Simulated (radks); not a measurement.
Problem. These are the eigenvalues of the occupied orbitals of an atom or ion with whole-number occupations (hartree). All-electron calculation, scalar-relativistic Kohn-Sham, BP86, spin-polarised, spherical densities, point nucleus. Program: a radial shooting solver on a logarithmic mesh with Libxc functionals.

1s down: -236.9950
1s up: -236.9943
2s up: -27.99684
2s down: -27.91957
2p up: -23.80720
2p down: -23.74842
3s up: -3.87083
3s down: -3.68167
3p up: -2.72143
3p down: -2.53557
3d up: -0.95140

Which element is it, and in what charge state? The configuration may be excited. Open shells, if any, are filled with parallel spins first.

Solution. Z = 25, manganese, charge +2: Mn2+ in [Ar] 3d5. The list shows which subshells hold electrons but not how many an open one holds; the 1s level, -237 hartree, gives Z - s = 21.8 by -(Z - s)^2/2, which with screening and relativity narrows Z to a few neighbours, and the depths of the outer levels then fix element, charge and occupations together.
